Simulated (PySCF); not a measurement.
**MSb for M along the halogens**

CCSD(T) with triple-zeta basis sets in PySCF, for the lowest determinant that a PBE0 search found; no spin–orbit coupling. De refers to high-spin ground-configuration atoms.

| M | basis | reference, frozen orbitals | state (unpaired electrons) | Re (Å) | ωe (cm⁻¹) | De (eV) |
| --- | --- | --- | --- | --- | --- | --- |
| F | def2-TZVPP | UHF, 5 | triplet (π ↑↑) | 1.919 | 619 | 3.85 |
| Cl | def2-TZVPP | UHF, 9 | triplet (π ↑↑) | 2.345 | 373 | 2.87 |
| Br | x2c-TZVPPall | UHF, 27 | triplet (π ↑↑) | 2.495 | 259 | 2.51 |
| I | def2-TZVPP | UHF, 8 | triplet (π ↑↑) | 2.698 | 204 | 2.10 |

Task: By what factor does the harmonic wavenumber vary along the series?

Result: At CCSD(T) it runs from 204 cm⁻¹ (SbI) to 619 cm⁻¹ (SbF), a factor of 3.03.

The rows differ in basis set, which adds steps of its own.

Down a group the atoms grow and get heavier, so bonds lengthen and wavenumbers fall; this series shows no clear exception.

Correlated steps freeze the inner cores (5 to 27 orbitals); shallow outer-core shells are correlated. These are scalar-relativistic numbers at best; spin–orbit coupling would shift them, the dissociation energy most. States were picked by a PBE0 search and need not be the measured ground states.
